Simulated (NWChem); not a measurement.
Species: SiH4O4; SMILES O[Si](O)(O)O

```xyz
9

O     -0.2649    -1.3792     0.8670
Si     0.0000     0.0000     0.0000
O      1.3792    -0.2649    -0.8670
O     -1.3792     0.2649    -0.8670
O      0.2649     1.3792     0.8670
H      0.5420    -1.8330     1.1486
H      1.8330     0.5420    -1.1486
H     -1.8330    -0.5420    -1.1486
H     -0.5420     1.8330     1.1486
```
Atoms are numbered in this order, from 1.

All runs: NWChem. Coordinates come from a B3LYP/6-31G* (spherical d) optimisation. Level: M05-2X/def2-SVP with SMD (1 M gas to 1 M solution), gas-phase geometry. Reactions with the solvent are ignored.

For solvent diethyl ether:

| Item | Value |
|---|---|
| solvation free energy (kcal/mol) | -7.8 |
| cavity-dispersion-structure term (kcal/mol) | -2.9 |

How do the values read with solvent water instead?


| Item | Result |
|---|---|
| solvation free energy (kcal/mol) | -15.5 |
| cavity-dispersion-structure term (kcal/mol) | 2.5 |
